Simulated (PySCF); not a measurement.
C7H10.
Numbering: `[CH:1]#[C:2]/[CH:3]=[C:4](/[CH3:5])[CH2:6][CH3:7]` (hydrogens: H8 on C1; H9 on C3; H10, H11, H12 on C5; H13, H14 on C6; H15, H16, H17 on C7)

Level of theory: PBE0-D3(BJ)/def2-SVP geometry optimisation, gas phase in PySCF.

Question: What internal coordinates does the optimisation give?

Answer: 
| bond | length (Å) |
| --- | --- |
| C1≡C2 | 1.215 |
| C2–C3 | 1.421 |
| C3=C4 | 1.351 |
| C4–C5 | 1.495 |
| C4–C6 | 1.503 |
| C6–C7 | 1.528 |
| C1–H8 | 1.074 |
| C3–H9 | 1.096 |
| C5–H10, C5–H11, C5–H12 | 1.102 |
| C6–H13, C6–H14 | 1.102 |
| C7–H15, C7–H16, C7–H17 | 1.101 |

Bonds in one row agree within 0.01 Å and their mean is given. A selection of angles:
| angle | degrees |
| --- | --- |
| C2–C1–H8 | 179.9 |
| C1–C2–C3 | 178.6 |
| C2–C3–C4 | 124.7 |
| C2–C3–H9 | 116.2 |
| C4–C3–H9 | 119.1 |
| C3–C4–C5 | 120.9 |
| C3–C4–C6 | 122.1 |
| C5–C4–C6 | 117.0 |
| C4–C5–H10 | 112.2 |
| C4–C5–H12 | 110.5 |
| H10–C5–H11 | 108.2 |
| H11–C5–H12 | 106.4 |
| C4–C6–C7 | 112.5 |
| C4–C6–H13 | 109.4 |
| C7–C6–H13 | 109.2 |
| H13–C6–H14 | 107.1 |
| C6–C7–H15 | 110.5 |
| H15–C7–H16 | 107.8 |

Dihedral angles: C2–C3–C4–C5 179° (antiperiplanar); C3–C4–C6–C7 96° (anticlinal). The mirror-image conformer, all signs reversed, is as good.

Of the pairs four or more bonds apart, C2···H13 is among the closest relative to their van der Waals radii: 2.56 Å, 88 % of the sum of Bondi's values. The 6 C–C bonds span 1.215 Å (C1≡C2, drawn triple) to 1.528 Å (C6–C7, drawn single), a spread of 0.313 Å.

Point group: C1 (no symmetry element, even within 0.4 Å). No PBE0-D3(BJ)/def2-SVP frequencies stand behind this structure, so it isn't proved a minimum. One conformer, not necessarily the lowest.
